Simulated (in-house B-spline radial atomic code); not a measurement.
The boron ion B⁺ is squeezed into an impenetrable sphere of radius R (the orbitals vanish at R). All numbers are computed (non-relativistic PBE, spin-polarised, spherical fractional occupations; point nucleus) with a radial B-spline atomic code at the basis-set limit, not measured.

Energies in eV above the free ion in [He] 2s2:

```csv
R (bohr),highest level (eV),[He] 2s2,[He] 2s1 2p1,-dE/dV in [He] 2s2 (GPa)
7.08,-19.5,0.002315,4.199,0.00841
6.44,-19.5,0.008894,4.211,0.0384
4.7,-19.1,0.2933,4.562,2.2
3.91,-18.1,1.307,5.637,13.7
3.47,-16.7,2.946,7.261,38.7
3.21,-15.3,4.745,8.982,72.6
2.44,-5.28,19.76,22.54,542
2.22,1.12,30.16,31.57,1030
1.75,29.4,78.65,72.01,4760
1.38,87.5,183.3,155.6,20300
```

**Question.** Does [He] 2s1 2p1 fall below [He] 2s2 under compression?

**Answer.** Yes, between R = 2.22 and 1.75 bohr the order changes (near 2.14 bohr by linear interpolation).

The highest level is first positive in the row R = 2.22 bohr, pushed up by confinement above the zero of the free ion's potential. Each configuration is held fixed and needn't be the lowest in the sphere.
